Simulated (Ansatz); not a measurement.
Ansatz (a program for electronic structure) input (RI-MP2/def2-TZVPP):
A basis named .json is the Basis Set Exchange file of that set.

Ansatz 0.2 input:
```yaml
crystal:
  periodic: [false, false, false]
  atoms:
    - {symbol: Zn, position_ang: [-0.33633296, -0.31685854, -0.43001165]}
    - {symbol: Cl, position_ang: [1.70736839, 0.63245292, -0.98389702]}
    - {symbol: Cl, position_ang: [-1.11383964, -0.07329080, 1.74274111]}
basis:
  gaussian:
    orbitals: def2-TZVPP
    fitting: {mean_field: def2-universal-jkfit, correlation: def2-TZVPP-RIFIT.json}
total_charge: -1
magnetization: {spin_polarized: true, initial_magnetization: 1}
correlation: {method: mp2, electrons: outside_noble_gas}
```

End of the output:

```
integrals: 0.10 GiB planned
520 factors; integrals over basis functions are off by at most 1.4e0 eV
465 factors; integrals over basis functions are off by at most 1.7e2 eV
mean field: 0.52 GiB planned
mean field evaluation 1: about -73387.6085 eV, gradient 9.5e0 eV
mean field evaluation 2: about -73388.3575 eV, gradient 7.2e0 eV
mean field evaluation 4: about -73388.5939 eV, gradient 1.2e0 eV
mean field evaluation 8: about -73388.6258 eV, gradient 2.8e-6 eV
mean field -73388.62578339 eV, -2696.9822529423 hartree, gradient 2.8e-6 eV, S^2 0.753239; 0 other end points of the search recorded, 0 dependent functions left out
19 core orbitals not correlated
reference -73388.62578339 eV, -2696.9822529423 hartree; 14, 13 occupied and 115, 116 virtual orbitals, 465 factors
second order -23.63518302 eV of doubles, -0.00000000 eV of singles
Total energy: -73412.26096641 eV, -2697.8508298979 hartree
```

The spin state was set by rule; other spins were not relaxed.
